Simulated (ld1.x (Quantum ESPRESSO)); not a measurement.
**Yb (Z = 70): variants of one TM potential**

Base potential:

```json
{"Element": "ytterbium", "Generator": "ld1.x (Quantum ESPRESSO) 7.5", "Type": "norm-conserving Troullier–Martins (Kleinman–Bylander form)", "Functional": "LDA (PZ)", "Relativity": "scalar-relativistic", "Frozen core": "[Kr] 4d10 5s2", "Valence charge": "22", "Reference configuration": "4f14 5p6 5d1 6s1 6p0", "Partial waves": "6s (bound): rc 2.70 bohr; 5p (bound): rc 1.80 bohr; 4f (bound): rc 1.30 bohr; 5d (bound): rc 2.90 bohr", "Local potential": "the d channel", "Core correction": "none"}
```

Cutoffs, loose and tight: the cutoffs (Ry, on a coarse ladder) from which the occupation-weighted sum of valence levels, in a spherical-Bessel basis at the reference potential, stays within 10 and 1 mRy of its value at 400 Ry. They do not see the model core or the augmentation charge, which bear on the density cutoff. Test errors are all-electron minus pseudo excitation energies from the reference, over the configurations 4f14 5p6 5d0 6s2 6p0; 4f14 5p6 5d0 6s1 6p0; 4f14 5p6 5d0 6s0 6p0; 4f14 5p6 5d0.5 6s1.5 6p0; 4f14 5p5 5d0 6s2 6p0; 4f13 5p6 5d0 6s2 6p0; 4f13 5p6 5d1 6s2 6p0 (two spin-polarised tests are not counted in the largest error). A dash means not determined; rows that change the core or the reference have their own tests. The largest error is taken over the tests solved by every variant that gives reliable tests at all: 4f13 5p6 5d1 6s2 6p0; 4f14 5p6 5d0 6s0 6p0; 4f14 5p6 5d0 6s1 6p0; 4f14 5p6 5d0 6s2 6p0.

A true bound ghost makes a file unfit for plane-wave use even where its test errors are small: the radial tests pick states by their node count and pass the ghost by. Where a test does run into it, the solver fails or the error is huge.

```csv
change,outcome,"cutoff, loose","cutoff, tight",bound ghosts,largest test error (meV)
base,generated,260 Ry,over 300 Ry,s,-270
wave 5p (bound): rc 1.80 bohr becomes 5p (bound): rc 1.20 bohr,generated,260 Ry,over 300 Ry,s,-303
wave 5p (bound): rc 1.80 bohr becomes 5p (bound): rc 1.36 bohr,generated,260 Ry,over 300 Ry,s,-305
wave 5p (bound): rc 1.80 bohr becomes 5p (bound): rc 1.58 bohr,generated,260 Ry,over 300 Ry,s,-291
wave 5p (bound): rc 1.80 bohr becomes 5p (bound): rc 1.74 bohr,generated,260 Ry,over 300 Ry,s,-275
wave 5p (bound): rc 1.80 bohr becomes 5p (bound): rc 1.94 bohr,generated,260 Ry,over 300 Ry,s,-256
wave 5p (bound): rc 1.80 bohr becomes 5p (bound): rc 2.08 bohr,generated,260 Ry,over 300 Ry,s,-242
wave 5p (bound): rc 1.80 bohr becomes 5p (bound): rc 2.28 bohr,generated,260 Ry,over 300 Ry,s,-229
wave 5p (bound): rc 1.80 bohr becomes 5p (bound): rc 2.48 bohr,generated,260 Ry,over 300 Ry,s,-225
wave 5p (bound): rc 1.80 bohr becomes 5p (bound): rc 2.70 bohr,generated,260 Ry,over 300 Ry,s,-229
```

Reading the sweep of the p radius (base included, trends over the rows without a ghost): Bound ghosts are found at 1.2, 1.36, 1.58, 1.74, 1.8, 1.94, 2.08, 2.28, 2.48, 2.7 bohr. Every judged row has one, so this setting neither creates nor removes them.
